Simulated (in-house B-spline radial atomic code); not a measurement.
A fraction x of an electron is removed from 4d in Zr³⁺, starting from [Kr] 4d1 and keeping the highest spin. Level of theory: scalar-relativistic (X2C) r2SCAN0, spin-polarised, spherical fractional occupations, Fermi nucleus of rms radius 4.2694 fm; calculated with a B-spline radial code for spherical atoms.

Caution: exact exchange at fractional occupations of open shells leaves self-interaction of up to several eV.

```tsv
x	E(x) - E(0) (eV)	4d up level (eV)
0	0.0000	-27.475
0.02	0.5516	-27.683
0.16	4.5296	-29.148
0.32	9.3286	-30.843
0.46	13.7512	-32.339
0.5	15.0534	-32.769
0.57	17.3736	-33.523
0.68	21.1264	-34.711
0.83	26.4546	-36.330
0.89	28.6537	-36.974
1	32.7846	-
```

The exact functional would give a straight line between the two integer points. Deviations E(x) - E(0) - x[E(1) - E(0)], in eV: -0.104 at x = 0.02, -0.716 at x = 0.16, -1.162 at x = 0.32, -1.33 at x = 0.46, -1.339 at x = 0.5, -1.314 at x = 0.57, -1.167 at x = 0.68, -0.757 at x = 0.83, -0.525 at x = 0.89.

The curve lies below the straight line by up to 1.339 eV (at x = 0.5): convex, the delocalisation error, to which spherically averaged exact exchange adds.

Problem. How well does Slater's transition state (minus the level at half occupation) give the ionisation energy?

Solution. It gives 32.769 eV against 32.785 eV from the two total energies; NIST lists 34.42 eV, ground level to ground level. The end point has an open shell averaged over its orbitals, so its exact exchange keeps a self-interaction and this is no true integer point.
